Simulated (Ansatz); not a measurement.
Two isomers of C2H7GeNO: A = `[CH3][GeH]([NH2])[CH]=O`, B = `C[C](=N)[GeH2][OH]`.

Gas-phase electronic energies from Ansatz, PBE0-D4/def2-TZVP geometries. CBS: MP2 limit from def2 TZ/QZ plus the TZ coupled-cluster correction, frozen cores. Functionals use def2-TZVPP. B3LYP here is the variant with VWN-RPA as its local correlation; programs differ in this. For Ge outer-core shells are correlated without core-valence functions, which leaves a few kJ/mol of doubt a bond. Scalar relativity is left out up to krypton. Each species was taken in one conformer, which may not be the lowest.

(1) Which is lower in electronic energy at CCSD(T)/CBS, and by how much? (An estimate is asked.)

(2) Give E(B) − E(A) in kJ/mol with B3LYP-D4, CCSD/def2-TZVPP, B2PLYP, HF/def2-TZVPP, CCSD(T)/def2-TZVPP, r2SCAN-D4, MP2/def2-TZVPP. (Best estimate.)

Largest T1 diagnostic: 0.013.

Results:

(1) The calculation gave: B, by 17.3 kJ/mol.

(2) Computed: B3LYP-D4 -14.2, CCSD/def2-TZVPP -13.3, B2PLYP -13.3, HF/def2-TZVPP -11.1, CCSD(T)/def2-TZVPP -14.5, r2SCAN-D4 -16.2, MP2/def2-TZVPP -14.4. None reverses the order clearly.

In def2-TZVPP, CCSD(T) changes the Hartree–Fock value by −3.3 kJ/mol (the triples alone add −1.2 kJ/mol) and MP2 by −3.2 kJ/mol.
